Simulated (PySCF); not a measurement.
A geometry optimisation, step by step.

Compound: C4H2BClF2.
SMILES with atom numbers: `[F:1][B:2]([F:3])[C:4]1=[CH:5][C:6]/1=[CH:7]\[Cl:8]` (hydrogens: H9 on C5; H10 on C7)

Computed by this run: PySCF, PBE0-D3(BJ)/def2-SVP geometry optimisation, gas phase; density fitting, grid level 1; the optimiser is geomeTRIC in internal coordinates, started from a GFN2-xTB structure with every atom displaced at random (about 0.01 Å). 11 of its 13 geometries are shown. The frame can shift and turn from step to step; on so coarse a grid that alone can change the energy by a few meV, and forces under 0.02 eV/Å are noise.

Step 0: E = -22786.8395 eV, largest atomic force 2.008 eV/Å
```
atom  x, y, z in Å  |  force x, y, z in eV/Å
F1     -2.105   -1.799   -0.543    0.259   0.884   0.073
B2     -1.994   -0.469   -0.520   -0.599  -0.461  -0.206
F3     -3.103    0.213   -0.811    0.842  -0.214   0.242
C4     -0.639    0.227   -0.183   -1.622  -1.120  -0.383
C5      0.040    1.335   -0.006    0.704   0.581   0.274
C6      0.747    0.120    0.188    0.356  -0.157   0.020
C7      1.831   -0.587    0.472    0.248   0.621   0.087
Cl8     3.343    0.192    0.858   -0.124  -0.085  -0.024
H9      0.074    2.410    0.030   -0.079   0.463  -0.072
H10     1.856   -1.663    0.493    0.014  -0.512  -0.011
```

Step 1: E = -22786.8813 eV, largest atomic force 0.407 eV/Å
```
atom  x, y, z in Å  |  force x, y, z in eV/Å
F1     -2.294   -1.719   -0.590    0.032  -0.181  -0.006
B2     -2.035   -0.437   -0.530    0.096   0.396   0.018
F3     -3.007    0.418   -0.777   -0.111  -0.081  -0.035
C4     -0.643    0.140   -0.182   -0.040  -0.032   0.009
C5      0.052    1.262   -0.001   -0.046  -0.021   0.081
C6      0.760    0.049    0.190    0.053  -0.066  -0.049
C7      1.874   -0.613    0.478    0.012  -0.012   0.040
Cl8     3.345    0.227    0.859    0.006  -0.023   0.004
H9      0.058    2.350    0.026   -0.015   0.026  -0.052
H10     1.940   -1.700    0.505    0.012  -0.006  -0.011
```

Step 2: E = -22786.8873 eV, largest atomic force 0.168 eV/Å
```
atom  x, y, z in Å  |  force x, y, z in eV/Å
F1     -2.267   -1.717   -0.595    0.081  -0.103   0.009
B2     -2.030   -0.428   -0.532   -0.062   0.148  -0.050
F3     -3.027    0.396   -0.788    0.015  -0.021   0.013
C4     -0.644    0.154   -0.180   -0.067   0.018   0.014
C5      0.052    1.274    0.003    0.021  -0.014   0.078
C6      0.759    0.057    0.195    0.095   0.025  -0.030
C7      1.869   -0.613    0.483   -0.022  -0.064   0.011
Cl8     3.357    0.194    0.869   -0.048   0.019  -0.007
H9      0.059    2.362    0.023   -0.007   0.000  -0.036
H10     1.923   -1.701    0.500   -0.006  -0.007  -0.003
```

Step 4: E = -22786.8941 eV, largest atomic force 0.191 eV/Å
```
atom  x, y, z in Å  |  force x, y, z in eV/Å
F1     -2.171   -1.728   -0.625   -0.033   0.097  -0.032
B2     -2.016   -0.422   -0.547   -0.008  -0.191  -0.002
F3     -3.058    0.346   -0.789    0.054  -0.039   0.022
C4     -0.649    0.187   -0.179   -0.043   0.156   0.018
C5      0.055    1.300    0.015    0.025  -0.043   0.016
C6      0.751    0.075    0.203    0.020   0.039  -0.030
C7      1.846   -0.618    0.491   -0.006  -0.038   0.011
Cl8     3.345    0.158    0.893   -0.014   0.022   0.001
H9      0.069    2.389    0.019    0.009  -0.006   0.001
H10     1.878   -1.708    0.498   -0.005   0.002  -0.004
```

Step 5: E = -22786.8954 eV, largest atomic force 0.131 eV/Å
```
atom  x, y, z in Å  |  force x, y, z in eV/Å
F1     -2.149   -1.741   -0.660    0.089  -0.034   0.009
B2     -2.008   -0.439   -0.549    0.030  -0.101  -0.015
F3     -3.070    0.303   -0.770   -0.025   0.128   0.014
C4     -0.650    0.197   -0.178   -0.085   0.070   0.011
C5      0.054    1.311    0.016   -0.057  -0.035  -0.022
C6      0.750    0.088    0.202    0.037  -0.019  -0.019
C7      1.842   -0.608    0.493    0.016  -0.029   0.037
Cl8     3.340    0.166    0.904   -0.015   0.009  -0.006
H9      0.071    2.399    0.017   -0.003   0.015   0.003
H10     1.869   -1.697    0.503    0.012  -0.004  -0.012
```

Step 6: E = -22786.8966 eV, largest atomic force 0.092 eV/Å
```
atom  x, y, z in Å  |  force x, y, z in eV/Å
F1     -2.106   -1.758   -0.682    0.002  -0.027   0.007
B2     -2.001   -0.455   -0.552    0.089  -0.023  -0.007
F3     -3.075    0.275   -0.753   -0.057   0.049  -0.005
C4     -0.655    0.205   -0.179   -0.027   0.022   0.024
C5      0.045    1.320    0.017   -0.042  -0.002  -0.027
C6      0.745    0.099    0.203    0.068  -0.011  -0.002
C7      1.837   -0.597    0.496   -0.004  -0.032   0.024
Cl8     3.338    0.169    0.914   -0.033   0.020  -0.012
H9      0.061    2.408    0.013   -0.007   0.009   0.007
H10     1.861   -1.687    0.503    0.012  -0.005  -0.010
```

Step 7: E = -22786.8971 eV, largest atomic force 0.042 eV/Å
```
atom  x, y, z in Å  |  force x, y, z in eV/Å
F1     -2.107   -1.766   -0.678   -0.006  -0.011  -0.010
B2     -1.999   -0.463   -0.553    0.025   0.026   0.023
F3     -3.072    0.271   -0.751   -0.024  -0.012  -0.016
C4     -0.656    0.199   -0.180    0.005  -0.020   0.011
C5      0.040    1.316    0.015   -0.002   0.014  -0.003
C6      0.745    0.098    0.203    0.016  -0.012  -0.013
C7      1.840   -0.593    0.497   -0.007   0.007   0.007
Cl8     3.332    0.192    0.912   -0.005   0.007  -0.002
H9      0.051    2.405    0.012   -0.007   0.001   0.004
H10     1.876   -1.682    0.502    0.006   0.002  -0.001
```

Step 8: E = -22786.8972 eV, largest atomic force 0.046 eV/Å
```
atom  x, y, z in Å  |  force x, y, z in eV/Å
F1     -2.094   -1.780   -0.681   -0.005  -0.005   0.002
B2     -1.996   -0.476   -0.553   -0.025   0.037  -0.010
F3     -3.074    0.251   -0.753    0.017  -0.033  -0.001
C4     -0.658    0.195   -0.179    0.017  -0.036   0.016
C5      0.032    1.316    0.015    0.017   0.014   0.005
C6      0.744    0.102    0.204   -0.030  -0.003  -0.019
C7      1.843   -0.582    0.500    0.003   0.023  -0.003
Cl8     3.327    0.220    0.912    0.013  -0.001   0.004
H9      0.037    2.405    0.011   -0.007  -0.004   0.003
H10     1.890   -1.670    0.503    0.001   0.006   0.003
```

Step 10: E = -22786.8968 eV, largest atomic force 0.119 eV/Å
```
atom  x, y, z in Å  |  force x, y, z in eV/Å
F1     -2.045   -1.846   -0.679    0.010  -0.002   0.015
B2     -1.980   -0.540   -0.553   -0.104   0.043  -0.039
F3     -3.078    0.158   -0.763    0.075  -0.044   0.016
C4     -0.664    0.170   -0.177    0.040  -0.051   0.004
C5     -0.009    1.312    0.012    0.028   0.006   0.019
C6      0.741    0.120    0.203   -0.076   0.024  -0.012
C7      1.861   -0.524    0.506    0.018   0.029  -0.018
Cl8     3.313    0.336    0.912    0.024  -0.006   0.008
H9     -0.038    2.401    0.008   -0.006  -0.007  -0.003
H10     1.950   -1.610    0.511   -0.009   0.009   0.009
```

Step 11: E = -22786.8971 eV, largest atomic force 0.056 eV/Å
```
atom  x, y, z in Å  |  force x, y, z in eV/Å
F1     -2.045   -1.847   -0.679    0.006  -0.005   0.013
B2     -1.980   -0.540   -0.554   -0.046   0.021  -0.025
F3     -3.077    0.157   -0.763    0.029  -0.019   0.006
C4     -0.664    0.170   -0.177    0.031  -0.030   0.002
C5     -0.010    1.313    0.012    0.004   0.000   0.012
C6      0.740    0.122    0.203   -0.024   0.024   0.003
C7      1.861   -0.521    0.505    0.014   0.005  -0.019
Cl8     3.318    0.331    0.913    0.000   0.005   0.002
H9     -0.040    2.402    0.008   -0.006  -0.003  -0.002
H10     1.947   -1.608    0.510   -0.008   0.002   0.008
```

Step 12: E = -22786.8973 eV, largest atomic force 0.022 eV/Å
```
atom  x, y, z in Å  |  force x, y, z in eV/Å
F1     -2.049   -1.846   -0.675    0.001   0.000   0.007
B2     -1.981   -0.539   -0.554   -0.005  -0.005  -0.005
F3     -3.075    0.160   -0.766    0.007  -0.006   0.000
C4     -0.663    0.168   -0.177    0.005  -0.009  -0.006
C5     -0.010    1.312    0.012   -0.007  -0.003   0.006
C6      0.741    0.122    0.203    0.003   0.020   0.008
C7      1.863   -0.521    0.504    0.007  -0.008  -0.010
Cl8     3.320    0.329    0.913   -0.005   0.010  -0.001
H9     -0.043    2.401    0.008   -0.002   0.000  -0.001
H10     1.947   -1.607    0.511   -0.003   0.000   0.003
```

Problem. Summarise the path.

Solution. The energy falls by 0.0578 eV from step 0 to step 12; nine tenths of that is first reached at step 4. It rises by more than 0.2 meV at step 9. The largest force goes from 2.008 to 0.022 eV/Å. Among the bonds F1–B2 changes most, from 1.335 to 1.315 Å; the atoms move by 0.052 Å rms after alignment.

Problem. Follow the three bonds and two angles with the largest change from start to end.

Solution. 
| step | E above end (eV) | largest force (eV/Å) | F1–B2 (Å) | C4=C5 (Å) | B2–F3 (Å) | F3–B2–C4 (°) | C4–C5–H9 (°) |
| --- | --- | --- | --- | --- | --- | --- | --- |
| 0 | 0.0578 | 2.008 | 1.335 | 1.311 | 1.334 | 122.8 | 149.8 |
| 1 | 0.0160 | 0.407 | 1.309 | 1.332 | 1.318 | 117.6 | 148.1 |
| 2 | 0.0100 | 0.168 | 1.312 | 1.331 | 1.319 | 119.2 | 147.9 |
| 3 | 0.0066 | 0.262 | 1.318 | 1.330 | 1.319 | 121.1 | 147.5 |
| 4 | 0.0032 | 0.191 | 1.317 | 1.331 | 1.317 | 121.0 | 147.5 |
| 5 | 0.0018 | 0.131 | 1.315 | 1.332 | 1.314 | 121.2 | 147.6 |
| 6 | 0.0007 | 0.092 | 1.314 | 1.331 | 1.314 | 120.8 | 147.6 |
| 7 | 0.0002 | 0.042 | 1.314 | 1.330 | 1.315 | 120.5 | 147.6 |
| 8 | 0.0001 | 0.046 | 1.314 | 1.330 | 1.316 | 120.5 | 147.6 |
| 9 | 0.0007 | 0.147 | 1.314 | 1.330 | 1.318 | 120.4 | 147.6 |
| 10 | 0.0004 | 0.119 | 1.314 | 1.330 | 1.318 | 120.4 | 147.6 |
| 11 | 0.0002 | 0.056 | 1.314 | 1.330 | 1.316 | 120.4 | 147.6 |
| 12 | 0.0000 | 0.022 | 1.315 | 1.331 | 1.316 | 120.4 | 147.6 |

The cost below is that of the whole optimisation. Hardware: Intel Xeon Platinum 8259CL at 2.50 GHz, one thread, shared host with 96 logical CPUs at a one-minute load of 20. Cost: 89 s, 0.52 GiB resident at most.
